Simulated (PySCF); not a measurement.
Si(H)2(Et)(NH2) (C2H9NSi), SMILES CC[SiH2]N. The structure is a stationary point at r2SCAN-D4/def2-SVP. Other conformers were not sampled.

Computed equilibrium geometry at r2SCAN-D4/def2-SVP (PySCF confirms it by a frequency run) as Cartesian coordinates in Å (one conformer of several):
```xyz
13

Si     0.7072    -0.4203     0.4599
N      1.5093     0.7870    -0.5044
C     -1.0343    -0.6897    -0.1993
C     -1.8804     0.5868    -0.2427
H      1.5311    -1.6628     0.3459
H      0.5907    -0.0856     1.9250
H      1.1631     1.7426    -0.4780
H      2.5254     0.8015    -0.4978
H     -0.9520    -1.1274    -1.2104
H     -1.5251    -1.4554     0.4294
H     -1.9855     1.0411     0.7572
H     -2.8974     0.3947    -0.6220
H     -1.4276     1.3435    -0.9052
```
Charge 0, spin multiplicity 1.
